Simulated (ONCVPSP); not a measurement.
## niobium: ONCV pseudisation with PBEsol, scalar-relativistic reference atom.

niobium (Nb), optimised norm-conserving Vanderbilt (ONCV), made with ONCVPSP 4.0.1 (PBEsol, scalar-relativistic). Core [Ar] 3d10, reference 4s2 4p6 4d4.5 5s0.5. Waves: 4s+5s: rc 1.90 bohr, ncon 4, nbas 8, qcut 8.4 1/bohr, 2 projectors; 4p: rc 1.75 bohr, ncon 5, nbas 8, qcut 6.4 1/bohr, 3 projectors, debl 3.3 Ha; 4d: rc 2.85 bohr, ncon 3, nbas 7, qcut 5 1/bohr, 2 projectors, debl 1.5 Ha. Local part: polynomial inside 1.45 bohr (lpopt 1, dvloc0 2 Ha). Core correction: Teter function, fcfact 2.5, rcfact 1.82.

- Cutoffs needed: 19 Ha and 50 Ha (the cutoffs (Ha) at which the residual kinetic energy of the hardest occupied pseudo-wave falls to 1 and 0.1 mHa per electron)
- Ghost test: no bound ghost flagged; GHOST(+) flags only above 600 eV
- Largest excitation error: -271 meV (all-electron minus pseudo) for 4s1 4p6 4d4 5s1, out of 4 test configurations
- rms error of d²Exc/dni dnj: 2.81 mHa without and 2.39 mHa with the model core
